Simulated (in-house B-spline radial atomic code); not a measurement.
Inner levels of strontium as electrons are removed. A shift is the extra binding of the orbital against the neutral atom ([Kr] 5s2). The density at the nucleus is averaged over the nuclear charge. Computed with a radial B-spline atomic code at the basis-set limit: Dirac-Hartree-Fock, average of the configuration, finite nuclei.

```json
{"ion": "Sr", "configuration": "[Kr] 5s2", "shift of 2p3/2 (eV)": "0", "shift of 3p1/2 (eV)": "0", "shift of 3d5/2 (eV)": "0", "radius of 2p3/2 (bohr)": "0.15166", "radius of 3p1/2 (bohr)": "0.48915", "radius of 3d5/2 (bohr)": "0.49787", "Σ<r²> (bohr²)": "74.322", "change of density at nucleus (bohr⁻³)": "-"}
{"ion": "Sr+", "configuration": "[Kr] 5s1", "shift of 2p3/2 (eV)": "6.0996", "shift of 3p1/2 (eV)": "6.0864", "shift of 3d5/2 (eV)": "6.0864", "radius of 2p3/2 (bohr)": "0.15166", "radius of 3p1/2 (bohr)": "0.48913", "radius of 3d5/2 (bohr)": "0.49784", "Σ<r²> (bohr²)": "45.014", "change of density at nucleus (bohr⁻³)": "-2.797"}
{"ion": "Sr2+", "configuration": "[Ar] 3d10 4s2 4p6", "shift of 2p3/2 (eV)": "13.592", "shift of 3p1/2 (eV)": "13.547", "shift of 3d5/2 (eV)": "13.548", "radius of 2p3/2 (bohr)": "0.15165", "radius of 3p1/2 (bohr)": "0.48909", "radius of 3d5/2 (bohr)": "0.49776", "Σ<r²> (bohr²)": "26.321", "change of density at nucleus (bohr⁻³)": "-8.5836"}
{"ion": "Sr3+", "configuration": "[Ar] 3d10 4s2 4p5", "shift of 2p3/2 (eV)": "?", "shift of 3p1/2 (eV)": "?", "shift of 3d5/2 (eV)": "?", "radius of 2p3/2 (bohr)": "?", "radius of 3p1/2 (bohr)": "?", "radius of 3d5/2 (bohr)": "?", "Σ<r²> (bohr²)": "?", "change of density at nucleus (bohr⁻³)": "?"}
{"ion": "Sr4+", "configuration": "[Ar] 3d10 4s2 4p4", "shift of 2p3/2 (eV)": "?", "shift of 3p1/2 (eV)": "?", "shift of 3d5/2 (eV)": "?", "radius of 2p3/2 (bohr)": "?", "radius of 3p1/2 (bohr)": "?", "radius of 3d5/2 (bohr)": "?", "Σ<r²> (bohr²)": "?", "change of density at nucleus (bohr⁻³)": "?"}
{"ion": "Sr5+", "configuration": "[Ar] 3d10 4s2 4p3", "shift of 2p3/2 (eV)": "66.96", "shift of 3p1/2 (eV)": "65.389", "shift of 3d5/2 (eV)": "65.609", "radius of 2p3/2 (bohr)": "0.15164", "radius of 3p1/2 (bohr)": "0.48888", "radius of 3d5/2 (bohr)": "0.49484", "Σ<r²> (bohr²)": "15.889", "change of density at nucleus (bohr⁻³)": "16.973"}
{"ion": "Sr6+", "configuration": "[Ar] 3d10 4s2 4p2", "shift of 2p3/2 (eV)": "87.183", "shift of 3p1/2 (eV)": "84.82", "shift of 3d5/2 (eV)": "85.144", "radius of 2p3/2 (bohr)": "0.15163", "radius of 3p1/2 (bohr)": "0.48851", "radius of 3d5/2 (bohr)": "0.49346", "Σ<r²> (bohr²)": "13.223", "change of density at nucleus (bohr⁻³)": "27.09"}
{"ion": "Sr7+", "configuration": "[Ar] 3d10 4s2 4p1", "shift of 2p3/2 (eV)": "108.53", "shift of 3p1/2 (eV)": "105.22", "shift of 3d5/2 (eV)": "105.67", "radius of 2p3/2 (bohr)": "0.15162", "radius of 3p1/2 (bohr)": "0.48806", "radius of 3d5/2 (bohr)": "0.4919", "Σ<r²> (bohr²)": "10.832", "change of density at nucleus (bohr⁻³)": "37.975"}
{"ion": "Sr8+", "configuration": "[Ar] 3d10 4s2", "shift of 2p3/2 (eV)": "130.97", "shift of 3p1/2 (eV)": "126.55", "shift of 3d5/2 (eV)": "127.13", "radius of 2p3/2 (bohr)": "0.15161", "radius of 3p1/2 (bohr)": "0.48752", "radius of 3d5/2 (bohr)": "0.49016", "Σ<r²> (bohr²)": "8.6709", "change of density at nucleus (bohr⁻³)": "49.623"}
{"ion": "Sr9+", "configuration": "[Ar] 3d10 4s1", "shift of 2p3/2 (eV)": "?", "shift of 3p1/2 (eV)": "?", "shift of 3d5/2 (eV)": "?", "radius of 2p3/2 (bohr)": "?", "radius of 3p1/2 (bohr)": "?", "radius of 3d5/2 (bohr)": "?", "Σ<r²> (bohr²)": "?", "change of density at nucleus (bohr⁻³)": "?"}
{"ion": "Sr10+", "configuration": "[Ar] 3d10", "shift of 2p3/2 (eV)": "180.99", "shift of 3p1/2 (eV)": "174.13", "shift of 3d5/2 (eV)": "174.91", "radius of 2p3/2 (bohr)": "0.15157", "radius of 3p1/2 (bohr)": "0.48564", "radius of 3d5/2 (bohr)": "0.48578", "Σ<r²> (bohr²)": "5.2908", "change of density at nucleus (bohr⁻³)": "-113.67"}
```

Q: Fill in the row of Sr3+.

A: shift of 2p3/2 (eV): 30.095; shift of 3p1/2 (eV): 29.674; shift of 3d5/2 (eV): 29.733; radius of 2p3/2 (bohr): 0.15165; radius of 3p1/2 (bohr): 0.48937; radius of 3d5/2 (bohr): 0.497; Σ<r²> (bohr²): 22.328; change of density at nucleus (bohr⁻³): -0.8947.

Q: Fill in the row of Sr4+.

A: shift of 2p3/2 (eV): 47.911; shift of 3p1/2 (eV): 46.984; shift of 3d5/2 (eV): 47.115; radius of 2p3/2 (bohr): 0.15165; radius of 3p1/2 (bohr): 0.48916; radius of 3d5/2 (bohr): 0.49602; Σ<r²> (bohr²): 18.895; change of density at nucleus (bohr⁻³): 7.6376.

Q: Fill in the row of Sr9+.

A: shift of 2p3/2 (eV): 155.5; shift of 3p1/2 (eV): 149.94; shift of 3d5/2 (eV): 150.61; radius of 2p3/2 (bohr): 0.15159; radius of 3p1/2 (bohr): 0.48662; radius of 3d5/2 (bohr): 0.48803; Σ<r²> (bohr²): 6.9133; change of density at nucleus (bohr⁻³): -27.404.
